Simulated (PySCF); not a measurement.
H9NSi3, SMILES [SiH2](N[SiH3])[SiH3].

Coordinates come from a PBE0-D3(BJ)/def2-SVP optimisation. The values are those of a single conformer.

All values below come from TDA-PBE/def2-SVPD in PySCF 2.14.0.

Vertical excitations. The molecule is in vacuum.

```tsv
state	energy (eV)	λ (nm)	f	main pairs
S1	5.06	245	0.001	HOMO→LUMO 99 %
S2	5.91	210	0.006	HOMO→LUMO+2 67 %, HOMO→LUMO+1 31 %
S3	5.95	208	0.005	HOMO→LUMO+1 65 %, HOMO→LUMO+2 30 %
S4	6.09	204	0.017	HOMO−1→LUMO 88 %
S5	6.10	203	0.010	HOMO→LUMO+3 90 %
S6	6.43	193	0.007	HOMO→LUMO+4 96 %
S7	6.57	189	0.007	HOMO→LUMO+5 95 %
S8	6.80	182	0.005	HOMO→LUMO+6 88 %
S9	6.92	179	0.008	HOMO→LUMO+7 66 %, HOMO−1→LUMO+2 17 %
S10	6.93	179	0.020	HOMO−1→LUMO+2 64 %, HOMO→LUMO+7 18 %
T1	4.80	258	0	HOMO→LUMO 100 %
T2	5.57	222	0	HOMO−1→LUMO 97 %
T3	5.73	217	0	HOMO→LUMO+1 98 %
T4	5.83	212	0	HOMO→LUMO+2 97 %
```
Triplets are in the Tamm–Dancoff approximation.
